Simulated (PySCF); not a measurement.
Species: (OH)2Zr(OSiH2)2O (singlet state).
Bonds: Zr1–O2, Zr1–O3, Zr1–O4, Zr1–O8, O4–Si5, Si5–O6, O6–Si7, Si7–O8. Hydrogens: H9 on O2; H10 on O3; H11, H12 on Si5; H13, H14 on Si7.

A linear-response calculation (PySCF, def2-SVPD basis, gas phase, vertical, core orbitals frozen in the response) gave these numbers; the functional is withheld.

Orbital energies (eV): HOMO-3 -11.21, HOMO-2 -11.13, HOMO-1 -10.56, HOMO -10.11, LUMO 1.01, LUMO+1 1.49, LUMO+2 1.68.

| state | E (eV) | f | main configurations (H = HOMO, L = LUMO) |
| --- | --- | --- | --- |
| S1 | 7.19 | 0.0000 | H-1→L+1 (52%), H-1→L (29%) |
| S2 | 7.26 | 0.0021 | H→L (28%), H→L+1 (25%), H-3→L+1 (16%) |
| S3 | 7.50 | 0.0097 | H-2→L+1 (50%), H-2→L (29%), H-3→L+3 (8%) |
| S4 | 7.56 | 0.018 | H→L+4 (32%), H→L (18%), H-3→L+1 (15%) |
| S5 | 7.68 | 0.0016 | H-1→L+3 (33%), H-4→L+1 (30%), H-4→L (15%) |
| S6 | 7.69 | 0.031 | H-3→L+3 (59%), H→L+3 (17%) |

Triplets (Tamm–Dancoff): T1 7.09 eV, H-1→L+1 (52%), H-1→L (29%); T2 7.15 eV, H→L (27%), H→L+1 (22%), H-3→L+1 (15%); T3 7.25 eV, H-2→L+1 (56%), H-2→L (25%); T4 7.31 eV, H-1→L+3 (64%), H-6→L+3 (17%).

Vertical ionisation energy by ΔSCF with the same functional: 10.33 eV. Mean static polarisability: 99.7 au.

Question: Name the functional.
A. HF
B. wB97X-D
C. PBE
D. B3LYP

Answer: B. wB97X-D is range-separated, 22% exact exchange at short range and 100% at long range (ω = 0.2 bohr⁻¹). In this run −ε(HOMO) = 10.11 eV differs from the ΔSCF value by -0.22 eV, and S1 differs from the orbital gap of 11.12 eV by -3.93 eV. The ratio −ε(HOMO)/IP is 0.98. Usual ranges for neutral molecules in this basis: 0.89 to 0.99 with wB97X-D, 0.5 to 0.7 with PBE, 0.67 to 0.83 with B3LYP; Hartree–Fock can't fall below 1, since the ion's relaxation only lowers the ΔSCF value. The other options: PBE, a GGA without exact exchange; HF, time-dependent Hartree–Fock, 100% exact exchange; B3LYP, a global hybrid with 20% exact exchange.

Method: TDDFT wB97X-D/def2-SVPD, vertical, gas phase, core orbitals frozen in the response, def2 core potentials past Kr (PySCF 2.14.0, density-fitted response routines). Isolated species at its PBE0-D3(BJ)/def2-SVP geometry, gas phase. Spin–orbit coupling is left out.

On Intel Xeon at 2.50 GHz, one thread, no GPU, shared host with 64 logical CPUs at a one-minute load of 63, this took 13 min of wall time (grids of density and orbitals included) and 1.5 GiB of memory at its peak.
